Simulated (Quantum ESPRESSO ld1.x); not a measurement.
These are the eigenvalues of the occupied orbitals of an atom or ion with whole-number occupations (eV). Method: scalar-relativistic Kohn-Sham, PBE, spin-unpolarised, spherical densities, point nucleus; computed with ld1.x of Quantum ESPRESSO 7.5.

1s: -85668.422
2s: -15276.993
2p: -13140.888
3s: -3668.890
3p: -3054.241
3d: -2418.246
4s: -841.736
4p: -640.307
4d: -404.423
5s: -160.362
4f: -143.419
5p: -105.460
5d: -44.317

Which element is it, and in what charge state? The configuration may be excited.

Answer. Z = 81, thallium, charge +3: Tl3+ in [Xe] 4f14 5d10. The list shows which subshells hold electrons but not how many an open one holds; the 1s level, -3148.3 hartree, gives Z - s = 79.4 by -(Z - s)^2/2, which with screening and relativity narrows Z to a few neighbours, and the depths of the outer levels then fix element, charge and occupations together.
